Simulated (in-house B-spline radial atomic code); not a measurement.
**PBE hybrid excitations of Rb7+**

Method: PBE hybrid with 0.2 exact exchange. Computed with an all-electron radial atomic-structure program (B-spline basis): linear response of the closed shell [Ar] 3d10 4s2 with the functional's adiabatic kernel; scalar-relativistic (spin-free one-electron X2C), finite nucleus, no spin-orbit coupling, no double excitations, S, P, D and F terms only; shells from n = 2 respond. Only terms of natural parity with L up to 3 were computed.

Command:
```bash
python run_td.py task.json out
```
Settings (radii: box in bohr, nucleus in fm):
```
Z                        37
electrons                30
configuration            [Ar] 3d10 4s2
hamiltonian              x2c
method                   pbeh
box_radius               12.81
exact_exchange_fraction  0.2
rms_radius               4.2036
intervals                70
```

Run time, properties included: 2.1 s on 1 thread of Arm Neoverse N1, on a shared host.

The lowest states, in the order of their Tamm-Dancoff energies; the method's threshold (minus the highest occupied level) is 126.75 eV. Labels give the largest channel, * marks a mixed state, and oscillator strengths are full-response dipole values. Semilocal kernels can invert the small singlet-triplet splittings of Rydberg terms. Energies in eV:

```json
{"state": "4s → 4p 3P", "full response": "17.209", "Tamm-Dancoff": "17.412", "oscillator strength": "-"}
{"state": "4s → 4p 1P", "full response": "23.892", "Tamm-Dancoff": "24.619", "oscillator strength": "1.51"}
{"state": "4s → 4d 3D", "full response": "47.97", "Tamm-Dancoff": "48.02", "oscillator strength": "-"}
{"state": "4s → 4d 1D", "full response": "50.46", "Tamm-Dancoff": "50.49", "oscillator strength": "-"}
{"state": "4s → 5s 3S", "full response": "?", "Tamm-Dancoff": "?", "oscillator strength": "-"}
{"state": "4s → 5s 1S", "full response": "65.78", "Tamm-Dancoff": "65.82", "oscillator strength": "-"}
{"state": "4s → 5p 3P", "full response": "72.13", "Tamm-Dancoff": "72.14", "oscillator strength": "-"}
{"state": "4s → 5p 1P", "full response": "72.73", "Tamm-Dancoff": "72.77", "oscillator strength": "0.112"}
{"state": "4s → 4f 3F", "full response": "73.99", "Tamm-Dancoff": "74.02", "oscillator strength": "-"}
{"state": "4s → 4f 1F", "full response": "?", "Tamm-Dancoff": "?", "oscillator strength": "-"}
```

Problem. Where does 4s → 5s 3S lie?

Solution. At 64.45 eV in full response, 64.46 eV in Tamm-Dancoff.

Problem. Where does 4s → 4f 1F lie?

Solution. At 74.92 eV in full response, 74.93 eV in Tamm-Dancoff.

Problem. How large is the singlet-triplet splitting of 4s → 4p (P terms) in Tamm-Dancoff?

Solution. 7.21 eV, from the unrounded values.

Problem. What polarisabilities and dispersion coefficient does the method give?

Solution. Dipole 2.169 bohr³, quadrupole 2.033 bohr⁵, C6 3.694 hartree·bohr⁶ for two such species.
